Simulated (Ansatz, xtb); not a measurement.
**Ligand exchange: C2H3Br + BBr2F → C2H3F + BBr3**

Species: C2H3Br (vinyl bromide) `C=CBr`, singlet; BBr2F (dibromofluoroborane) `FB(Br)Br`, singlet; C2H3F `C=CF`, singlet; BBr3 (boron tribromide) `BrB(Br)Br`, singlet. The partners trade Br for F: C–Br and B–F bonds give way to C–F and B–Br.

Shapes, held fixed at every level: PBE0-D4/def2-TZVP. Programs: Ansatz 0.2.0, xtb 6.7.1. The zero-point and thermal change to 298 K, harmonic and unscaled (PBE0-D4/def2-TZVP), is +0.2 kJ/mol.

**What was measured.** Tabulated heats of formation (Active Thermochemical Tables, NIST-JANAF tables): C2H3Br +73.7 (ATcT); BBr2F -514.6 (JANAF); C2H3F -142.5 (ATcT); BBr3 -204.2 (JANAF) kJ/mol, which give ΔH(298 K) = +94.3 kJ/mol.

```
              level                    kind  ΔH (kJ/mol)  computed − measured
           GFN0-xTB          semi-empirical        +66.1                -28.2
        HF/def2-SVP            Hartree–Fock        +85.0                 -9.3
   SPW92/def2-TZVPP                     LDA        +75.8                -18.4
B3LYP-D4/def2-TZVPP           global hybrid        +84.3                -10.0
 wB97M-V/def2-TZVPP  range-separated hybrid        +84.0                -10.2
 wB97X-V/def2-TZVPP  range-separated hybrid        +82.3                -12.0
      CCSD/def2-SVP   coupled cluster or CI        +81.9                -12.3
    CCSD/def2-TZVPP   coupled cluster or CI        +88.1                 -6.1
 CCSD(T)/def2-TZVPP   coupled cluster or CI        +86.6                 -7.7
```

Nearest: CCSD/def2-TZVPP (-6.1); farthest: GFN0-xTB (-28.2). 3 of 9 levels lie within 10 kJ/mol. The tabulated values of BBr2F, BBr3 are in doubt (older tables, estimates, or at odds with other calculations) and kept here. Relativity is left out for Br. Outer-core shells of Br are correlated in most correlated rows, in sets that cover them unevenly.
